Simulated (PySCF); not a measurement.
## Run record: B14H14N14

The script drives PySCF SCF with an in-house response code with single-precision fitted integrals, so total energies wander by about 1e-6 Eh between cycles (the fitting error itself is about 1e-3 Eh and cancels in differences); atoms count from 0. Pop asks for populations, which are stored and not printed.

Job and coordinates (Å):

```
{"job": {"kind": "nmr", "xc": "KT3", "basis": "pcSseg-1", "pop": false}, "charge": 0, "multiplicity": 1}
B      2.501961     0.754624    -0.232341
N      1.839742     1.912389    -0.743707
B      2.013951     1.580407     2.052939
N      0.919868     2.317916     1.506438
B      0.734187     2.333029     0.073200
N     -0.586035     2.425923    -0.498658
B     -0.230261     2.519139     2.353203
N     -1.486460     2.240203     1.777305
B     -0.918055     2.503870    -1.889430
N     -1.965804     1.685418    -2.369972
B     -1.578421     1.861793     0.397215
N     -2.398469     0.788796    -0.112110
B     -2.394465     0.589505    -1.537977
N     -2.542625    -0.731180    -2.063862
B     -2.546283    -0.364656     0.743062
N     -2.124309    -1.618023     0.202651
B     -1.955497    -1.739517    -1.226065
N     -0.989324    -2.662894    -1.736582
B     -1.288788    -2.416839     1.066583
N     -0.019188    -2.799034     0.532960
B      0.175475    -2.740821    -0.896746
N      1.483488    -2.475440    -1.409917
B      1.114739    -2.579494     1.397141
N      2.175064    -1.785414     0.861431
B      2.237602    -1.586763    -0.567559
N      2.800341    -0.373632    -1.074639
B      2.664007    -0.739306     1.727412
N      2.612846     0.587285     1.197166
H      1.740871     2.014704    -1.742682
H      2.291218     1.649929     3.187815
H     -0.124125     2.788987     3.487095
H     -2.290346     2.114943     2.370982
H     -0.324457     3.199571    -2.629870
H     -2.178274     1.677301    -3.355835
H     -2.523477    -0.853108    -3.065753
H     -2.838525    -0.260031     1.873609
H     -0.877505    -2.740349    -2.736758
H     -1.563186    -2.585911     2.191840
H      1.606724    -2.419230    -2.410183
H      1.082785    -2.878080     2.528394
H      2.834072    -0.234159    -2.073788
H      2.910561    -0.946131     2.852512
```

Command:

```bash
OMP_NUM_THREADS=2 python large_run.py task.json out
```

Task: What does the program print?

Result: 
```
start: PBE on a coarse grid of 35908 points
cycle   1  E = -1121.9450484295  dE =  4.861e+00  |g| = 1.426e+00  |ddm| = 6.653e+00
cycle   2  E = -1121.0169696815  dE =  9.281e-01  |g| = 2.480e+00  |ddm| = 3.600e+00
cycle   3  E = -1122.3844436978  dE = -1.367e+00  |g| = 2.451e-01  |ddm| = 2.569e+00
cycle   4  E = -1122.3986735435  dE = -1.423e-02  |g| = 9.673e-02  |ddm| = 3.369e-01
cycle   5  E = -1122.4005517967  dE = -1.878e-03  |g| = 3.203e-02  |ddm| = 8.909e-02
cycle   6  E = -1122.4007600174  dE = -2.082e-04  |g| = 1.388e-02  |ddm| = 4.144e-02
cycle   7  E = -1122.4008047443  dE = -4.473e-05  |g| = 2.950e-03  |ddm| = 1.365e-02
final grid: 334822 points
cycle   8  E = -1141.9449187666  dE = -5.602e-02  |g| = 1.614e-01  |ddm| = 5.808e-01
cycle   9  E = -1141.9344689313  dE =  1.045e-02  |g| = 2.711e-01  |ddm| = 3.447e-01
cycle  10  E = -1141.9506334268  dE = -1.616e-02  |g| = 1.545e-02  |ddm| = 2.170e-01
cycle  11  E = -1141.9506937734  dE = -6.035e-05  |g| = 5.913e-03  |ddm| = 2.402e-02
cycle  12  E = -1141.9507018582  dE = -8.085e-06  |g| = 1.895e-03  |ddm| = 6.967e-03
cycle  13  E = -1141.9507026940  dE = -8.358e-07  |g| = 7.164e-04  |ddm| = 2.302e-03
cycle  14  E = -1141.9507027331  dE = -3.912e-08  |g| = 1.475e-04  |ddm| = 7.485e-04
cycle  15  E = -1141.9507022553  dE =  4.778e-07  |g| = 6.072e-05  |ddm| = 1.935e-04
converged SCF energy = -1141.9507022553

GIAO shielding tensors (ppm)
atom      isotropic    diamagn.    paramagn.     s11        s22        s33       span
  0 B       77.842     219.419    -141.577     57.655     71.558    104.312     46.657
  1 N      147.116     344.603    -197.487     62.906    156.944    221.499    158.593
  2 B       71.100     204.496    -133.397     52.348     55.989    104.963     52.614
  3 N       98.141     348.316    -250.175     19.418     32.016    242.988    223.570
  4 B       77.166     216.624    -139.458     61.777     66.964    102.757     40.980
  5 N      115.473     350.180    -234.707     32.984     77.058    236.378    203.395
  6 B       73.121     203.869    -130.748     49.454     62.776    107.134     57.680
  7 N      137.703     336.196    -198.492     45.995    154.179    212.936    166.941
  8 B       76.224     209.604    -133.380     51.345     62.796    114.530     63.185
  9 N      137.406     335.003    -197.597     34.804    168.848    208.565    173.760
 10 B       76.206     213.287    -137.081     59.477     67.293    101.847     42.370
 11 N      111.671     351.816    -240.146     34.671     63.305    237.036    202.366
 12 B       78.833     216.670    -137.837     59.540     71.469    105.490     45.950
 13 N      155.547     338.945    -183.398     77.203    175.511    213.926    136.723
 14 B       70.695     209.775    -139.080     50.701     54.424    106.959     56.259
 15 N       90.259     349.996    -259.738      4.655     30.258    235.863    231.209
 16 B       77.634     218.232    -140.598     56.852     71.278    104.773     47.921
 17 N      155.999     340.154    -184.155     76.117    175.824    216.057    139.940
 18 B       71.070     208.046    -136.976     50.996     55.942    106.272     55.276
 19 N       92.781     350.081    -257.300      7.058     32.469    238.816    231.758
 20 B       77.592     218.771    -141.178     56.991     71.408    104.378     47.387
 21 N      155.500     341.597    -186.097     76.316    175.264    214.921    138.605
 22 B       71.937     206.663    -134.726     52.239     56.696    106.876     54.637
 23 N       92.264     350.157    -257.893      5.564     33.687    237.541    231.977
 24 B       77.669     219.172    -141.502     57.093     71.328    104.586     47.493
 25 N      155.648     342.582    -186.934     76.372    175.125    215.448    139.076
 26 B       70.934     205.435    -134.501     51.026     56.127    105.650     54.623
 27 N       92.719     350.211    -257.492      6.681     32.899    238.576    231.895
 28 H       28.420      46.317     -17.898     24.639     29.121     31.499      6.859
 29 H       26.805      33.181      -6.375     24.721     26.885     28.810      4.089
 30 H       27.105      31.968      -4.863     24.968     26.927     29.421      4.453
 31 H       26.825      35.536      -8.711     22.859     26.197     31.417      8.558
 32 H       27.003      35.912      -8.909     24.772     27.297     28.939      4.168
 33 H       27.025      35.720      -8.695     23.476     25.876     31.723      8.246
 34 H       28.398      40.263     -11.865     24.239     28.124     32.831      8.592
 35 H       26.798      39.116     -12.318     24.571     27.396     28.428      3.857
 36 H       28.557      41.389     -12.832     24.681     28.193     32.798      8.116
 37 H       26.772      36.147      -9.375     25.120     26.606     28.589      3.469
 38 H       28.568      42.918     -14.351     25.055     28.156     32.492      7.437
 39 H       26.820      34.871      -8.051     24.940     26.824     28.695      3.755
 40 H       28.600      44.248     -15.648     25.352     28.067     32.382      7.029
 41 H       26.726      33.729      -7.003     24.806     26.696     28.676      3.870
```

Task: Roughly how long does this take on 2 threads of Arm Neoverse V1 (shared host), and how large is the basis?

Result: About 49 s of wall time, peak memory 1.3 GiB; 546 basis functions and 1526 fitting functions.
